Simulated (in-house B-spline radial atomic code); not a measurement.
Configurations of Fe2+, with energies counted from [Ar] (3d3/2)4 (3d5/2)2. All numbers are computed (Dirac-Hartree-Fock, average of each configuration as written; Fermi nucleus of rms radius 3.7377 fm) with a B-spline radial code for spherical atoms, not measured. Energies include first-order Breit, QED and recoil terms.

Occupations are held fixed; configurations that lie above the ionisation limit could autoionise.

```json
{"configuration": "[Ar] (3d3/2)1 (3d5/2)5", "E - E(ref) (eV)": "0.52021", "highest orbital": "3d3/2", "its <r> (bohr)": "1.061"}
{"configuration": "[Ar] (3d3/2)2 (3d5/2)3 (6p3/2)1", "E - E(ref) (eV)": "26.575", "highest orbital": "6p3/2", "its <r> (bohr)": "10.14"}
{"configuration": "[Ne] 3s2 (3p1/2)1 (3p3/2)4 (3d5/2)6 5s1", "E - E(ref) (eV)": "74.152", "highest orbital": "5s1/2", "its <r> (bohr)": "5.255"}
{"configuration": "[Ne] 3s2 (3p1/2)2 (3p3/2)3 (3d3/2)3 (3d5/2)3 (6p1/2)1", "E - E(ref) (eV)": "83.419", "highest orbital": "6p1/2", "its <r> (bohr)": "10.07"}
{"configuration": "[Ne] 3s2 (3p1/2)1 (3p3/2)4 (3d3/2)3 (3d5/2)3 (5f7/2)1", "E - E(ref) (eV)": "87.721", "highest orbital": "5f7/2", "its <r> (bohr)": "10.4"}
```

(1) Order these further configurations by energy, lowest first.
A. [Ne] 3s2 (3p1/2)2 (3p3/2)3 (3d3/2)1 (3d5/2)5 (5g7/2)1
B. [Ar] (3d3/2)3 (3d5/2)3
C. [Ne] 3s2 (3p1/2)2 (3p3/2)3 (3d3/2)4 (3d5/2)2 7s1
D. [Ne] 3s2 (3p1/2)2 (3p3/2)3 (3d3/2)2 (3d5/2)4 4s1
E. [Ar] (3d3/2)2 (3d5/2)4

(2) How far above the reference does [Ar] (3d3/2)1 (3d5/2)4 5s1 lie?

Answers

(1) B (0.57261 eV), E (0.74598 eV), D (64.864 eV), C (83.251 eV), A (86.393 eV).

(2) 20.606 eV; its least bound orbital is 5s1/2 with <r> = 5.263 bohr.
